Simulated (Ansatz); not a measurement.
`[BH2][GaH][SiH3]` + NH₃ → `[NH2][GaH][SiH3]` + BH₃ at 400 K and 1 bar (cleavage of the Ga–B bond).

Computed with Ansatz on PBE0-D4/def2-TZVP structures; ΔE is electronic, products minus reactants. CCSD(T)/CBS is the MP2 limit (def2-TZVPP, def2-QZVPP) plus CCSD(T) − MP2 in def2-TZVPP, frozen cores. This one scheme is used for every species. For Ga outer-core shells are correlated without core-valence functions, which leaves a few kJ/mol of doubt a bond. Scalar relativity is left out up to krypton. One conformer a species, not always the lowest.

| species | CCSD(T)/CBS energy (Eh) | H − E (kJ/mol) | S (J/(mol·K)) |
| --- | --- | --- | --- |
| `[BH2][GaH][SiH3]` | -2241.36260 | 164.7 | 384.2 |
| NH₃ | -56.50880 | 104.2 | 203.1 |
| `[NH2][GaH][SiH3]` | -2271.34304 | 180.6 | 371.9 |
| BH₃ | -26.55200 | 82.6 | 199.4 |

H − E and S are ideal-gas, rigid-rotor, harmonic terms from PBE0-D4/def2-TZVP, for one conformer and one mirror image of each species. 1 Eh = 2625.50 kJ/mol, R = 8.31446 J/(mol·K).

**Question.** By hand: ΔE, ΔH, ΔS and ΔG.

**Answer.** ΔE = (-2271.34304) + (-26.55200) − (-2241.36260) − (-56.50880) = -0.02364 Eh = -62.1 kJ/mol. Δ(H − E) = 180.6 + 82.6 − 164.7 − 104.2 = -5.7, so ΔH = -67.8 kJ/mol. ΔS = 371.9 + 199.4 − 384.2 − 203.1 = -16.0 J/(mol·K). ΔG = -67.8 − 400 × (-16.0)/1000 = -61.4 kJ/mol.

**Question.** By hand: the equilibrium constant, and the temperature at which ΔG would vanish if ΔH and ΔS stayed fixed.

**Answer.** log₁₀ K = −ΔG/(RT ln 10) = 8.0. ΔG = 0 at ΔH/ΔS = 4238 K, far beyond where these terms or the molecules hold.

ΔH outweighs TΔS. A doubt of 5 kJ/mol in ΔE shifts log₁₀ K by 0.7 here. Other conformers and mirror images would add mixing entropy, several J/(mol·K) or more a flexible species. Modes under 60 cm⁻¹, often nearly free rotors, make the harmonic entropy too high. These are equilibria of isolated gas molecules and say nothing of rates. Largest T1 diagnostic: 0.015 (customary marks: 0.02 for closed shells, 0.045 for open ones).
